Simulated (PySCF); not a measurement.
SMILES N[SiH](N)Cl (H₅ClN₂Si), singlet, CAM-B3LYP/def2-SVP optimised geometry.

```
9

Si    -0.41    -0.71     0.00
N     -0.94     0.92     0.00
N      1.30    -0.71     0.00
Cl    -1.33    -1.53     1.68
H     -0.81    -1.60    -1.12
H     -1.82     1.19     0.41
H     -0.58     1.60    -0.66
H      1.82    -0.14     0.66
H      1.82    -1.52    -0.30
```

Density from CAM-B3LYP/def2-TZVP (PySCF) at that geometry.

Minimum of the electron density along straight lines between bonded atoms, close to the bond critical point (lines longer than 1.1 times the sum of covalent radii, or with two minima, are not listed):

| bond | length / Å | ρ at the minimum / e bohr⁻³ | ∇²ρ there / e bohr⁻⁵ | position (fraction from the first atom) |
|---|---|---|---|---|
| Si1–N2 | 1.708 | 0.138 | 0.57 | 0.40 |
| Si1–N3 | 1.707 | 0.138 | 0.58 | 0.40 |
| Si1–Cl4 | 2.090 | 0.094 | 0.18 | 0.36 |
| Si1–H5 | 1.483 | 0.127 | 0.12 | 0.49 |
| N2–H6 | 1.013 | 0.332 | -1.65 | 0.74 |
| N2–H7 | 1.013 | 0.331 | -1.63 | 0.74 |
| N3–H8 | 1.015 | 0.330 | -1.62 | 0.74 |
| N3–H9 | 1.014 | 0.331 | -1.61 | 0.74 |
